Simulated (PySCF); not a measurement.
**Assigning NMR signals**

Cartesian coordinates in Å; atom numbers follow the order of the lines, from 1:
```xyz
18

C    -2.4137   -0.8943   -0.1381
C    -1.5038    0.0589   -0.2327
C    -1.7748    1.5216   -0.3787
O    -0.1246   -0.1638   -0.1624
C     0.4589   -1.2695   -0.6013
O    -0.0700   -2.2289   -1.0884
C     1.9808   -1.1715   -0.4410
O     2.3887   -0.0859    0.3758
C     2.4395    1.1058   -0.2012
O     2.2252    1.3527   -1.3493
H    -3.4574   -0.6438   -0.1804
H    -2.1601   -1.9324   -0.0348
H    -2.8426    1.7084   -0.4183
H    -1.3429    2.0620    0.4619
H    -1.3048    1.8944   -1.2877
H     2.3505   -2.0859    0.0256
H     2.4065   -1.0697   -1.4476
H     2.7358    1.8481    0.5575
```

No solvent model, relativity neglected, a single conformation, one averaged value for each set of equivalent atoms. PBE0/pcSseg-1 with gauge-including orbitals; geometry from GFN2-xTB; PySCF.

δ = σ(ref) − σ, references computed at the same level: 13C (σref 186.93) and 1H (σref 31.72) against TMS.

Q: Assign these signals to the numbered atoms. 13C{1H} NMR (computed): δ 169.5, 166.2, 159.5, 108.0, 65.0, 24.0.

A: 
169.5 → C5, ester carbonyl carbon: it is a carbonyl in resonance with an O or N lone pair, the region of acids, esters and amides
166.2 → C9, ester carbonyl carbon
159.5 → C2, alkene carbon bearing oxygen: an sp2 carbon further deshielded by the attached heteroatom
108.0 → C1, β carbon of an enol-ether or enamine type C=C: the O or N lone pair pushes π density onto this β carbon and shields it
65.0 → C7, sp3 CH2 bonded to O, α to a carbonyl: pulled downfield by the heteroatom
24.0 → C3, allylic methyl carbon: a saturated carbon with 1 carbon neighbour and no heteroatom attached

Q: Assign these signals to the numbered atoms. 1H NMR (400 MHz, computed): δ 8.19 (s, 1H), 5.81 (br s, 1H), 5.24 (br s, 1H), 4.95 (s, 2H), 1.93 (s, 3H).

A: 
```tsv
δ (ppm)	atoms	environment	reason
8.19	H18	hydrogen on an ester carbonyl carbon	–
5.81	H12	hydrogen on a β carbon of an enol-ether or enamine type C=C	attached to an sp2 carbon and in the plane of the double bond
5.24	H11	hydrogen on a β carbon of an enol-ether or enamine type C=C	–
4.95	H16/H17	hydrogen on an sp3 CH2 bonded to O, α to a carbonyl	its carbon carries O, which withdraws density
1.93	H13/H14/H15	hydrogen on an allylic methyl carbon	allylic position
```

Shifts are as computed. Against solution values, carbons near 30 ppm lie about +3 ppm off and those near 130 ppm about +5 ppm. Of 1211 compounds with measured shifts, 218 miss one by over three times the rms of a fit or turn the order of signals round; such compounds aren't used in these exercises. No couplings were computed; multiplicities are counted from neighbouring protons, with m where these are inequivalent, close in shift, in a saturated or five-membered ring or joined by F or P, and br s for small geminal =CH2 splittings.
